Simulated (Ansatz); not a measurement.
CH3AlCl, SMILES `[CH3][Al-][Cl]` (lower singlet) (charge -1, multiplicity 1). This singlet lies 1.34 eV below the relaxed triplet at the level frozen-core CCSD(T)/aug-cc-pVTZ // PBE0-D3(BJ)/def2-TZVPD (Ansatz, an electronic-structure program).

These are frozen-core CCSD(T)/aug-cc-pVDZ // PBE0-D3(BJ)/def2-TZVPD (Ansatz) values and carry that method's errors.

Ansatz 0.2 input:
```yaml
crystal:
  periodic: [false, false, false]
  atoms:
    - { symbol: C, position_ang: [-0.651178, -0.013039, -0.024575] }
    - { symbol: Al, position_ang: [1.015826, -1.143347, -0.328437] }
    - { symbol: Cl, position_ang: [2.529134, 0.497151, 0.236954] }
    - { symbol: H, position_ang: [-0.631991, 0.876245, -0.671249] }
    - { symbol: H, position_ang: [-1.577967, -0.565175, -0.226284] }
    - { symbol: H, position_ang: [-0.683823, 0.348166, 1.013591] }
basis:
  gaussian: { orbitals: aug-cc-pVDZ }
correlation:
  method: ccsd_t
total_charge: -1
```

Output:

```
Functional definition: HF
1028 factors; integrals over basis functions are off by at most 1.2e-3 eV
mean field evaluation 1: about -20165.2110 eV, gradient 2.0e1 eV
mean field evaluation 2: about -20165.2427 eV, gradient 2.0e1 eV
mean field evaluation 4: about -20166.6846 eV, gradient 2.4e0 eV
mean field evaluation 8: about -20166.7316 eV, gradient 1.9e-1 eV
mean field evaluation 16: about -20166.7321 eV, gradient 1.3e-6 eV
mean field -20166.73211145 eV, -741.1137355937 hartree, gradient 1.3e-6 eV, S^2 0.000000; 0 other end points of the search recorded, 0 dependent functions left out; unrestricted orbitals would lower it
mean field evaluation 32: about -20166.6883 eV, gradient 5.1e0 eV
11 core orbitals not correlated
reference -20166.73211145 eV, -741.1137355937 hartree; 9, 9 occupied and 84, 84 virtual orbitals, 1028 factors
second order -10.20206884 eV of doubles, -0.00000000 eV of singles
cycle   1  -10.93970147 eV  change   -7.4e-1 eV  update   8.5e-2
cycle   2  -11.23897528 eV  change   -3.0e-1 eV  update   3.1e-2
cycle   3  -11.29160949 eV  change   -5.3e-2 eV  update   1.4e-2
cycle   4  -11.28674111 eV  change    4.9e-3 eV  update   5.4e-3
cycle   5  -11.28492150 eV  change    1.8e-3 eV  update   2.2e-3
cycle   6  -11.28514977 eV  change   -2.3e-4 eV  update   9.1e-4
cycle   7  -11.28522378 eV  change   -7.4e-5 eV  update   3.5e-4
cycle   8  -11.28527308 eV  change   -4.9e-5 eV  update   1.3e-4
cycle   9  -11.28528761 eV  change   -1.5e-5 eV  update   5.2e-5
cycle  10  -11.28527567 eV  change    1.2e-5 eV  update   2.0e-5
perturbative correction -0.36603807 eV, -0.0134516510 hartree
Total energy: -20178.38342519 eV, -741.5419134761 hartree
```
